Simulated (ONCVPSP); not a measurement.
# Zr (Z = 40): variants of one ONCV potential

Base potential:

```
Element                 : Zr
Generator               : ONCVPSP 4.0.1
Type                    : optimised norm-conserving Vanderbilt (ONCV)
Functional              : PBE
Relativity              : fully relativistic
Frozen core             : [Ar] 3d10
Valence charge          : 12
Reference configuration : 4s2 4p6 4d2 5s1.75 (charge +0.25)
Partial waves           : 4s+5s: rc 1.75 bohr, ncon 3, nbas 7, qcut 6.7 1/bohr, 2 projectors; 4p: rc 1.45 bohr, ncon 4, nbas 9, qcut 5.7 1/bohr, 2 projectors, debl 0.5 Ha; 4d: rc 2.00 bohr, ncon 4, nbas 7, qcut 5.1 1/bohr, 1 projector
Local potential         : polynomial inside 1.30 bohr (lpopt 3, dvloc0 -1 Ha)
Core correction         : none
```

Open shells are filled in proportion to 2j + 1.

In the p channel the program set the typed energies aside and used -1.229, 0.250 Ha (j = l + 1/2; the other j can differ).

All-electron outer shells of the reference configuration (PBE, scalar-relativistic, ld1.x):

```
shell  level (eV)  outermost node (bohr)  outermost maximum (bohr)
   3d     -176.25                      –                      0.35
   4s      -56.05                   0.55                      1.08
   4p      -34.01                   0.56                      1.17
   5s       -5.75                   1.47                      3.11
   4d       -5.10                   0.58                      1.59
```

Cutoffs, loose and tight: the cutoffs (Ha) at which the residual kinetic energy of the hardest occupied pseudo-wave falls to 1 and 0.1 mHa per electron. They do not see the model core or the augmentation charge, which bear on the density cutoff. Test errors are all-electron minus pseudo excitation energies from the reference, over the configurations 4s2 4p6 4d2 5s2; 4s2 4p6 4d2 5s1; 4s2 4p6 4d2 5s0; 4s2 4p6 4d2 5s1 5p1. A dash means not determined; rows that change the core or the reference have their own tests.

| change | outcome | cutoff, loose | cutoff, tight | bound ghosts | GHOST(+) flags above zero | largest test error (meV) |
| --- | --- | --- | --- | --- | --- | --- |
| base | generated, projector energies reset by the program | 23 Ha | 117 Ha | none | s | -1.6 |
| local potential polynomial inside 1.30 bohr (lpopt 3, dvloc0 -2.5 Ha) | generated, projector energies reset by the program | 23 Ha | 117 Ha | none | s | -1.6 |
| local potential polynomial inside 1.30 bohr (lpopt 3, dvloc0 -0.5 Ha) | generated, projector energies reset by the program | 23 Ha | 117 Ha | none | s | -1.6 |
| local potential polynomial inside 1.30 bohr (lpopt 3, dvloc0 0.5 Ha) | generated, projector energies reset by the program | 23 Ha | 117 Ha | none | s | -1.6 |
| local potential polynomial inside 1.30 bohr (lpopt 3, dvloc0 2 Ha) | generated, projector energies reset by the program | 23 Ha | 117 Ha | none | none | -1.7 |
| local potential polynomial inside 1.30 bohr (lpopt 3, dvloc0 3 Ha) | generated, projector energies reset by the program | 23 Ha | 117 Ha | none | d3/2 | -1.0 |
| local potential polynomial inside 1.30 bohr (lpopt 3, dvloc0 5 Ha) | generated, projector energies reset by the program | 23 Ha | 117 Ha | none | none | -1.6 |
| local potential polynomial inside 1.30 bohr (lpopt 3, dvloc0 6 Ha) | generated, projector energies reset by the program | 23 Ha | 117 Ha | none | none | -1.6 |
| local potential polynomial inside 1.30 bohr (lpopt 3, dvloc0 8 Ha) | generated, projector energies reset by the program | 23 Ha | 117 Ha | none | none | -1.6 |
| local potential polynomial inside 1.30 bohr (lpopt 3, dvloc0 9 Ha) | generated, projector energies reset by the program | 23 Ha | 117 Ha | none | none | -1.6 |

Reading the sweep of the dvloc0 (base included, trends over the rows without a ghost): The loose cutoff stays near 23 Ha. The median size of the test errors (rows with all tests solved) stays near 0.1 meV.
